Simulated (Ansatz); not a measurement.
Rb₃H₃. Charge 0, multiplicity 3. Geometry PBE0-D4/def2-TZVPD, that of the charge -1 doublet; atoms count from 1.

Cartesian coordinates in Å:
```
Rb -0.6315 1.5266 1.4045
Rb 0.2628 -1.9643 0.5046
Rb 0.6594 0.5637 -3.2335
H -0.5046 -0.7624 2.7459
H -1.7401 -0.0417 -1.1502
H 1.9541 0.6781 -0.2714
```

In the def2 sets Rb takes a core potential; there is no spin–orbit coupling. At PBE0-D4/def2-TZVPD a singlet of charge 0 lies 2.12 eV below the triplet at the same geometry. The structure comes from a short search, and lower isomers may exist.

Problem. Estimate the Mulliken populations from the PBE0/def2-TZVPD orbitals of Ansatz.

Solution. 
```csv
atom,charge (e),spin (α − β)
Rb1,0.52,-0.04
Rb2,0.59,0.03
Rb3,0.06,0.84
H4,-0.59,-0.01
H5,-0.29,0.59
H6,-0.29,0.59
```
Mulliken values depend strongly on the basis. With diffuse functions, as here, like atoms can get unlike values, and bond orders can come out too low or too high.

Problem. Where does the spin sit?

Solution. Summed by element: Rb 0.83, H 1.17, of 2 unpaired in all. Largest on single atoms: Rb3 0.84, H5 0.59, H6 0.59.
